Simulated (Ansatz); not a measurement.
Ansatz (a program for electronic structure) input (HSE06/def2-TZVPD):

Ansatz 0.2 input:
```yaml
crystal:
  periodic: [false, false, false]
  atoms:
    - {symbol: C, position_ang: [-1.25377532, -0.54779303, 0.86879879]}
    - {symbol: C, position_ang: [-0.30470165, 0.30344922, 0.08992152]}
    - {symbol: C, position_ang: [0.64880199, 1.04288677, 1.03991753]}
    - {symbol: C, position_ang: [-1.11607515, 1.35292572, -0.70725218]}
    - {symbol: C, position_ang: [0.48165564, -0.55710391, -0.92657096]}
    - {symbol: C, position_ang: [1.37265678, -1.63736082, -0.32037582]}
    - {symbol: H, position_ang: [-1.80714966, -1.33918602, 0.37903918]}
    - {symbol: H, position_ang: [-1.53270288, -0.28900820, 1.88163529]}
    - {symbol: H, position_ang: [0.08897221, 1.70599793, 1.70270468]}
    - {symbol: H, position_ang: [1.36001053, 1.65240310, 0.47772700]}
    - {symbol: H, position_ang: [1.21264527, 0.34906462, 1.66348303]}
    - {symbol: H, position_ang: [-0.44392266, 1.99538434, -1.28298361]}
    - {symbol: H, position_ang: [-1.80311032, 0.86803953, -1.40292561]}
    - {symbol: H, position_ang: [-1.70123965, 1.98433435, -0.03688365]}
    - {symbol: H, position_ang: [-0.24251932, -1.02473657, -1.60116672]}
    - {symbol: H, position_ang: [1.08758276, 0.11184261, -1.54572936]}
    - {symbol: H, position_ang: [2.18166675, -1.20900434, 0.27311100]}
    - {symbol: H, position_ang: [0.80005253, -2.30200740, 0.32951173]}
    - {symbol: H, position_ang: [1.82834056, -2.24514775, -1.10415636]}
basis:
  gaussian:
    orbitals: def2-TZVPD
hamiltonian:
  xc: {name: HSE06}
magnetization: {spin_polarized: true, initial_magnetization: 1}
output: {forces: true}
```

End of the output:

```
integrals: 0.43 GiB planned
1707 factors; their error is unknown
integrals: 0.48 GiB planned
266 factors; integrals over basis functions are off by at most 2.0e-7 eV
0.54 GiB of the device are held for the grids
2.68 GiB of device memory are held for the factors and their scratch space
mean field: 3.39 GiB planned
mean field evaluation 1: about -6410.9557 eV, gradient 5.7e1 eV
mean field evaluation 2: about -6394.5757 eV, gradient 7.8e1 eV
mean field evaluation 4: about -6426.7151 eV, gradient 4.8e0 eV
mean field evaluation 8: about -6426.8136 eV, gradient 8.3e-2 eV
mean field evaluation 16: about -6426.7638 eV, gradient 4.2e-4 eV
mean field -6426.76383386 eV, -236.1792146774 hartree, gradient 1.7e-5 eV, S^2 0.754966; 0 other end points of the search recorded, 0 dependent functions left out
the calculation of the forces begins
reference -6426.76389385 eV, -236.1792168820 hartree; 25, 24 occupied and 314, 315 virtual orbitals, 1707 factors
Total energy: -6426.76389385 eV, -236.1792168820 hartree
Atom 0 at    -1.253775    -0.547793     0.868799 Å, force     0.128951     0.093742    -0.090230 eV/Å
Atom 1 at    -0.304702     0.303449     0.089922 Å, force     0.037985     0.064735    -0.054635 eV/Å
Atom 2 at     0.648802     1.042887     1.039918 Å, force    -0.144955    -0.105416    -0.144729 eV/Å
Atom 3 at    -1.116075     1.352926    -0.707252 Å, force     0.138601    -0.169313     0.123579 eV/Å
Atom 4 at     0.481656    -0.557104    -0.926571 Å, force     0.009601    -0.030498     0.240152 eV/Å
Atom 5 at     1.372657    -1.637361    -0.320376 Å, force    -0.125596     0.150508    -0.076110 eV/Å
Atom 6 at    -1.807150    -1.339186     0.379039 Å, force    -0.036719    -0.051963    -0.036875 eV/Å
Atom 7 at    -1.532703    -0.289008     1.881635 Å, force    -0.016149     0.021614     0.067139 eV/Å
Atom 8 at     0.088972     1.705998     1.702705 Å, force    -0.029130     0.028057     0.027856 eV/Å
Atom 9 at     1.360011     1.652403     0.477727 Å, force     0.026160     0.028923    -0.028410 eV/Å
Atom 10 at     1.212645     0.349065     1.663483 Å, force     0.027244    -0.041679     0.031729 eV/Å
Atom 11 at    -0.443923     1.995384    -1.282984 Å, force     0.030319     0.025135    -0.022328 eV/Å
Atom 12 at    -1.803110     0.868040    -1.402926 Å, force    -0.031414    -0.026996    -0.031620 eV/Å
Atom 13 at    -1.701240     1.984334    -0.036884 Å, force    -0.025269     0.026992     0.034795 eV/Å
Atom 14 at    -0.242519    -1.024737    -1.601167 Å, force    -0.040750    -0.020315    -0.031045 eV/Å
Atom 15 at     1.087583     0.111843    -1.545729 Å, force     0.025937     0.038983    -0.028879 eV/Å
Atom 16 at     2.181667    -1.209004     0.273111 Å, force     0.035949     0.018018     0.022180 eV/Å
Atom 17 at     0.800053    -2.302007     0.329512 Å, force    -0.025686    -0.030331     0.023991 eV/Å
Atom 18 at     1.828341    -2.245148    -1.104156 Å, force     0.014919    -0.020194    -0.026559 eV/Å
Dipole moment:     0.010572     0.034875    -0.037957 e Å
```

It need not be the lowest isomer of its formula.
